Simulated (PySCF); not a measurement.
Cd(Cl)(OSiH3) (CdClH3OSi), SMILES [SiH3][O][Cd][Cl].

Geometry: PBE0-D3(BJ)/def2-SVP. The def2 effective core potentials stand for the cores of Cd; spin–orbit coupling is left out. The values are those of a single conformer.

These are IEF-PCM-B3LYP/def2-SVP (PySCF) values and carry that method's errors.

The values are the electrostatic part of the solvation free energy, E(continuum) − E(gas) at the gas-phase geometry, in a cavity of scaled van der Waals radii (PySCF's table); cavitation and dispersion terms are not included. A continuum can't describe solvent molecules that bind to the metal. In vacuum the orbital gap is 5.62 eV. The dipole moment in vacuum is 0.11 D.

| solvent | ε | ΔG(elec) (kcal/mol) | dipole (D) | gap (eV) |
|---|---|---|---|---|
| water | 78.36 | -15.0 | 0.13 | 6.21 |
| ethylethanoate | 5.99 | (withheld) | (withheld) | (withheld) |
| ethanol | 24.85 | -14.3 | 0.12 | 6.18 |

Q: Complete the blanks. (The exact figures need the calculation; the answer reports its results.)

A: 
- ethylethanoate, ΔG(elec) (kcal/mol): -11.3
- ethylethanoate, dipole (D): 0.10
- ethylethanoate, gap (eV): 6.07
